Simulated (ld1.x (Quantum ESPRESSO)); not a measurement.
**What one change does to a pseudopotential (I (Z = 53), TM)**

```json
{"Element": "iodine (I)", "Generator": "ld1.x (Quantum ESPRESSO) 7.5", "Type": "norm-conserving Troullier–Martins (Kleinman–Bylander form)", "Functional": "Wu–Cohen", "Relativity": "scalar-relativistic", "Frozen core": "[Kr]", "Valence charge": "17", "Reference configuration": "4d10 5s2 5p3 (charge +2)", "Partial waves": "5p (bound): rc 2.05 bohr; 4d (bound): rc 1.35 bohr; 4f channel at 0.4 Ry: rc 1.70 bohr; 5s (bound): rc 1.75 bohr", "Local potential": "the s channel", "Core correction": "none"}
```

All-electron outer shells of the reference configuration (Wu–Cohen, scalar-relativistic, ld1.x):

| shell | level (eV) | outermost node (bohr) | outermost maximum (bohr) |
| --- | --- | --- | --- |
| 4p | -147.85 | 0.37 | 0.72 |
| 4d | -70.55 | 0.35 | 0.77 |
| 5s | -36.12 | 0.88 | 1.68 |
| 5p | -24.55 | 0.96 | 1.92 |

Change: all radii scaled by about 0.88 (s 1.54, p 1.82, d 1.20, f 1.50 bohr).

Cutoffs: the cutoffs (Ry, on a coarse ladder) from which the occupation-weighted sum of valence levels, in a spherical-Bessel basis at the reference potential, stays within 10 and 1 mRy of its value at 400 Ry; they do not see the model core or the augmentation charge, which bear on the density cutoff. Errors are all-electron minus pseudo energies relative to the spin-unpolarised reference configuration.

Problem. Predict the effect on cutoff, ghosts and configuration errors.

Solution. The potential gets harder (110 Ry and 180 Ry → 120 Ry and 200 Ry); of the 7 tests that both files solve, the error grows in 1 and shrinks in 0 by more than 15 % and 0.3 meV (median size 9.9 → 9.6 meV); neither file shows a bound ghost. A smaller radius makes the pseudo-wave follow the all-electron one further in, where it bends more sharply, so more plane waves are needed.

| quantity | base | changed |
| --- | --- | --- |
| cutoff, loose | 110 Ry | 120 Ry |
| cutoff, tight | 180 Ry | 200 Ry |
| loose cutoff by channel (10 mRy a level) | p 15 Ry, d 90 Ry, s 30 Ry | p 15 Ry, d 100 Ry, s 30 Ry |
| bound ghosts | none | none |
| error for 4d10 5s2 5p5, meV [ΔE -31.06 eV] | +21 | +21 |
| error for 4d10 5s2 5p4, meV [ΔE -19.90 eV] | +9.6 | +9.6 |
| error for 4d10 5s2 5p2, meV [ΔE 29.42 eV] | -2.4 | -2.2 |
| error for 4d10 5s2 5p5.3, meV [ΔE -32.84 eV] | +24 | +24 |
| error for 4d10 5s1 5p6, meV [ΔE -20.60 eV] | +9.9 | +8.6 |
| error for 4d9 5s2 5p6, meV [ΔE 14.74 eV] | -630 | -616 |
| error for 4d10 5s2 5p1, meV [ΔE 68.97 eV] | +6.0 | +7.0 |
